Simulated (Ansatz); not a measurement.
Two structures of BSiH4F3, closed shell, reached by relaxing down either side of one saddle point (PBE0-D4/def2-TZVP). Energies are electronic, without zero-point energy. Computed with Ansatz 0.2.0 (basis: def2-TZVPP and def2-QZVPP); correlated methods freeze the cores. Extrapolation: Hartree–Fock as exp(−7.88 √X), correlation as X^−2.97. First:

B1  (-0.495, 0.921, -1.738)
F2  (0.520, 1.685, -2.065)
F3  (-0.550, -0.317, -2.168)
F4  (-1.474, 1.406, -1.010)
H5  (0.882, 0.226, 0.385)
Si6  (0.395, -0.746, 1.402)
H7  (0.370, -0.075, 2.725)
H8  (-0.969, -1.195, 1.033)
H9  (1.321, -1.904, 1.436)
(Å)

Second:

B1  (-0.710, 0.090, -0.728)
F2  (1.690, 1.244, -0.898)
F3  (-0.737, -0.515, -1.899)
F4  (-1.106, 1.359, -0.727)
H5  (1.282, 2.071, -0.944)
Si6  (-0.190, -0.877, 0.980)
H7  (0.221, 0.098, 2.023)
H8  (-1.367, -1.640, 1.480)
H9  (0.917, -1.830, 0.713)
(Å)

Problem. Which bonds change from the first to the second?

Solution. BF₃ ([F][B]([F])[F]) + SiH₄ → BSiH₃F₂ ([F][B]([F])[SiH3]) + HF; bonds formed: B1–Si6, F2–H5; bonds broken: B1–F2, H5–Si6.

Problem. Give the saddle point's structure and its height above each. (An estimate is asked for; the value comes from the calculation.)

Solution. By the calculation: 276.0 kJ/mol above the first and 124.8 kJ/mol above the second (CCSD(T) at an estimated basis limit (MP2 extrapolated from triple and quadruple zeta, plus CCSD(T) − MP2 in triple zeta)).
B1  (-0.418, 0.409, -0.930)
F2  (0.915, 1.323, -1.200)
F3  (-0.494, -0.490, -1.906)
F4  (-1.438, 1.237, -0.726)
H5  (0.910, 0.696, -0.284)
Si6  (0.140, -0.588, 0.967)
H7  (0.308, 0.280, 2.159)
H8  (-1.166, -1.290, 1.035)
H9  (1.244, -1.577, 0.886)
(Å)

The T1 diagnostic stays at or below 0.014.

Labels in which every atom is bracketed show which atoms are joined, not bond orders.

For scale, one of the runs: CCSD(T)/def2-TZVPP, 222 basis functions, launched by `ansatz run in.yaml --threads 4 --pin off --events-out ev --progress --plain --max-ram 9574MiB`. Hardware: 4 CPU threads of an Arm Neoverse V1, shared host. Wall time 110 s; peak host memory 3.7 GiB.
